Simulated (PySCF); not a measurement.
PySCF input:

```python
from pyscf import gto, scf, dft

mol = gto.M(
    atom='''
    Ge   -0.00000000   -0.00000000   -0.04826073
    H     0.00000000    0.00000000    1.54434333
    ''',
    basis='def2-tzvpd',
    charge=1,
    spin=0,
    verbose=4,
)

mf = dft.RKS(mol, xc='bp86').density_fit(auxbasis='def2-universal-jkfit')
mf.grids.level = 3
mf.conv_tol = 1e-9
mf.max_cycle = 100
mf.max_memory = 1500
mf.kernel()
if not mf.converged:
    mf = mf.newton()
    mf.kernel(mf.make_rdm1())
mf.analyze()
```

Question: Which total energy does the run end on?

Answer: -2077.50509 Eh (BP86/def2-TZVPD).
